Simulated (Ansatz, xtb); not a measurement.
Relative energy of two isomers of C4H7BO2

Structure X is `B[C@@H]1CO[C@@H]1C=O`, a singlet and structure Y is `BC1(C=O)COC1`, a singlet. Both are isolated molecules in the gas phase, relaxed with r2SCAN-D4/def2-SVP; the shapes shown needn't be the lowest conformers.

X (Å):

```yaml
atoms:
  - { symbol: C, position_ang: [0.3707, 0.0053, 0.8986] }
  - { symbol: C, position_ang: [1.4308, -0.5438, 1.8770] }
  - { symbol: C, position_ang: [1.5931, 0.2559, -0.0409] }
  - { symbol: C, position_ang: [1.8455, 1.7180, -0.3247] }
  - { symbol: B, position_ang: [-0.7119, 1.0528, 1.2692] }
  - { symbol: O, position_ang: [2.4897, -0.2754, 0.9402] }
  - { symbol: O, position_ang: [1.5242, 2.2724, -1.3448] }
  - { symbol: H, position_ang: [-1.0922, 1.8640, 0.4600] }
  - { symbol: H, position_ang: [-1.2428, 0.9973, 2.3543] }
  - { symbol: H, position_ang: [-0.2726, -0.8029, 0.4812] }
  - { symbol: H, position_ang: [1.3573, -1.6178, 2.1255] }
  - { symbol: H, position_ang: [1.5561, 0.0289, 2.8142] }
  - { symbol: H, position_ang: [1.5951, -0.3091, -0.9916] }
  - { symbol: H, position_ang: [2.3346, 2.2609, 0.5356] }
```

Y (Å):

```tsv
atom	x (Å)	y (Å)	z (Å)
C	-0.5015	-0.3076	1.3301
C	0.8838	-0.2071	1.8626
C	-1.5734	0.6361	1.8814
C	-0.8010	0.4422	-0.0389
B	-0.9207	-1.5880	0.5744
O	1.1577	0.2581	2.9435
O	-1.8439	1.1753	0.5647
H	-2.0860	-1.8830	0.4900
H	-0.0640	-2.2209	0.0051
H	1.6771	-0.6178	1.1779
H	-2.4690	0.1680	2.3205
H	-1.1703	1.4007	2.5672
H	-1.1569	-0.1859	-0.8960
H	0.0519	1.0403	-0.4135
```

Question: Estimate E(Y) − E(X) at the level CCSD(T)/def2-SVP + ΔMP2/def2-TZVPP.

Answer: Calculated at CCSD(T)/def2-SVP + ΔMP2/def2-TZVPP: E(Y) − E(X) = −0.093 eV, so structure Y lies lower.

The same difference at several levels:

```csv
level,geometry,E(Y) − E(X) (eV),departure from the last row (eV),"job, with rough time for the two"
r2SCAN-D4/def2-SVP,r2SCAN-D4/def2-SVP,−0.146,−0.053,"optimisation, 2.7 min"
HF/def2-SVP,r2SCAN-D4/def2-SVP,+0.145,+0.238,part of the CCSD(T) run
MP2/def2-SVP,r2SCAN-D4/def2-SVP,−0.112,−0.019,part of the CCSD(T) run
CCSD(T)/def2-SVP,r2SCAN-D4/def2-SVP,−0.059,+0.034,single point
CCSD(T)/def2-SVP + ΔMP2/def2-TZVPP,r2SCAN-D4/def2-SVP,−0.093,,"single point, 1.9 min"
```

As drawn, both hold the same kinds of bond in the same numbers.

HF/def2-SVP puts the two in the other order. The largest departure from CCSD(T)/def2-SVP + ΔMP2/def2-TZVPP is that of HF/def2-SVP, 0.238 eV. Levels run at GFN2-xTB geometries aren't shown. The last row adds to CCSD(T) the change of the MP2 difference between the two basis sets, here −0.034 eV.

With thermal terms from frequencies at re-optimised GFN2-xTB minima (ideal gas, soft modes damped towards free rotors, one conformer each, 298.15 K, 1 atm): the zero-point term adds +0.016 eV; ΔH is −0.082 and ΔG −0.059 eV.

The correlated steps freeze 7 core orbitals. Mirror images aren't counted in ΔG. Programs: Ansatz 0.2.0, xtb 6.7.1; the last row on 2 threads of Arm Neoverse V2 on a shared host.
